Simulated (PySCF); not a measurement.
Atom-mapped SMILES (the numbers label the heavy atoms): `[CH3:1][N:2]([CH3:3])[Si:4]([N:5]([CH3:6])[CH3:7])([N:8]([CH3:9])[CH3:10])[N:11]([CH3:12])[CH3:13]`; H(Xn) means a hydrogen on atom n.

PySCF 2.14.0 with density-fitted response routines calculation with shieldings: GIAO PBE0/pcSseg-1 and geometry: PBE0-D3(BJ)/def2-SVP; relativity neglected, in vacuum, single conformer, equivalent nuclei averaged.

References, each an isolated molecule treated in the same way: $^{13}$C (184.41 ppm) and $^{1}$H (31.27 ppm) and $^{29}$Si (351.99 ppm) against TMS; NH3 for $^{15}$N (265.67 ppm).

```csv
atoms,nucleus,count,δ (ppm)
Si4,$^{29}$Si,1,?
H(C1)/H(C3)/H(C6)/H(C7)/H(C9)/H(C10)/H(C12)/H(C13),$^{1}$H,24,?
N2/N5/N8/N11,$^{15}$N,4,28.6
C1/C3/C6/C7/C9/C10/C12/C13,$^{13}$C,8,38.4
```

**Question.** Complete the table.

**Answer.** 
- H(C1)/H(C3)/H(C6)/H(C7)/H(C9)/H(C10)/H(C12)/H(C13): 2.40 ppm, hydrogen on a methyl carbon bonded to N; its carbon carries N, which withdraws density
- Si4: -29.6 ppm, silicon bonded to 4 N

Shifts are as computed. Against solution values, carbons near 30 ppm lie about +2 ppm off and those near 130 ppm about +5 ppm. Of 1313 compounds with measured shifts, 239 miss one by over three times the rms of a fit or turn the order of signals round; such compounds aren't used in these exercises. Experimental scales use liquid or dissolved standards, which lie at an offset from isolated NH3 (liquid NH3: subtract about 20 ppm).
